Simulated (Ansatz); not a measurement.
Compare A (`[TeH]C1=NC1`) with its isomer B (`NC#C[TeH]`).

Isolated molecules relaxed with PBE0-D4/def2-TZVP in Ansatz; ΔE leaves out vibrations. CCSD(T)/CBS adds triple-zeta CCSD(T) − MP2 to the extrapolated MP2 energy (def2 sets, frozen cores). DFT in def2-TZVPP. B3LYP here is the variant with VWN-RPA as its local correlation; programs differ in this. Elements past krypton have def2 core potentials. For Te outer-core shells are correlated without core-valence functions, which leaves a few kJ/mol of doubt a bond. Each species was taken in one conformer, which may not be the lowest.

Which isomer does CCSD(T)/CBS put lower? Give the gap. (An estimate is asked.)

Computed: B, by 4.3 kcal/mol.

Give E(B) − E(A) in kcal/mol with LDA (SPW92), BLYP-D4, HF/def2-TZVPP, PBE-D4, PBE0-D4, MP2/def2-TZVPP, B3LYP-D4. (Best estimate.)

Computed: LDA (SPW92) -4.8, BLYP-D4 -4.4, HF/def2-TZVPP -9.8, PBE-D4 -1.9, PBE0-D4 -3.2, MP2/def2-TZVPP -3.6, B3LYP-D4 -5.7. None reverses the order clearly.

Does the order hold for the free energy at 298.15 K (harmonic terms from PBE0-D4)? (An estimate is asked.)

The calculation gave: Yes: G(B) − G(A) = -4.8 kcal/mol, for one conformer each.

Largest T1 diagnostic: 0.013.

From r2SCAN to r2SCAN0 (25 % exact exchange), in def2-TZVPP and without D4, E(B) − E(A) moves by −1.2 kcal/mol. At CCSD(T), def2-SVP lies +4.1 kcal/mol from the extrapolated value and def2-TZVPP +1.0 kcal/mol.
